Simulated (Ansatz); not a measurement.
`C[SiH2][GaH][Cl]` + HCl → `[Cl][GaH][Cl]` + `C[SiH3]` at 400 K and 1 bar (cleavage of the Ga–Si bond).

Program: Ansatz. Geometries: PBE0-D4/def2-TZVP. ΔE: electronic, gas phase. CCSD(T)/CBS adds triple-zeta CCSD(T) − MP2 to the extrapolated MP2 energy (def2 sets, frozen cores). This one scheme is used for every species. For Ga outer-core shells are correlated without core-valence functions, which leaves a few kJ/mol of doubt a bond. Scalar relativity is left out up to krypton. One conformer a species, not always the lowest.

| species | CCSD(T)/CBS energy (Eh) | H − E (kJ/mol) | S (J/(mol·K)) |
| --- | --- | --- | --- |
| `C[SiH2][GaH][Cl]` | -2714.51932 | 197.8 | 417.9 |
| HCl | -460.38127 | 29.6 | 195.4 |
| `[Cl][GaH][Cl]` | -2844.19972 | 45.5 | 319.5 |
| `C[SiH3]` | -330.73916 | 180.9 | 277.1 |

H − E and S are ideal-gas, rigid-rotor, harmonic terms from PBE0-D4/def2-TZVP, for one conformer and one mirror image of each species. 1 Eh = 2625.50 kJ/mol, R = 8.31446 J/(mol·K).

Problem. By hand: ΔE, ΔH, ΔS and ΔG.

Solution. ΔE = (-2844.19972) + (-330.73916) − (-2714.51932) − (-460.38127) = -0.03829 Eh = -100.5 kJ/mol. Δ(H − E) = 45.5 + 180.9 − 197.8 − 29.6 = -1.0, so ΔH = -101.5 kJ/mol. ΔS = 319.5 + 277.1 − 417.9 − 195.4 = -16.7 J/(mol·K). ΔG = -101.5 − 400 × (-16.7)/1000 = -94.8 kJ/mol.

Problem. By hand: the equilibrium constant, and the temperature at which ΔG would vanish if ΔH and ΔS stayed fixed.

Solution. log₁₀ K = −ΔG/(RT ln 10) = 12.4. ΔG = 0 at ΔH/ΔS = 6078 K, far beyond where these terms or the molecules hold.

ΔH outweighs TΔS. A doubt of 5 kJ/mol in ΔE shifts log₁₀ K by 0.7 here. Other conformers and mirror images would add mixing entropy, several J/(mol·K) or more a flexible species. Modes under 60 cm⁻¹, often nearly free rotors, make the harmonic entropy too high. These are equilibria of isolated gas molecules and say nothing of rates. Largest T1 diagnostic: 0.012 (customary marks: 0.02 for closed shells, 0.045 for open ones).
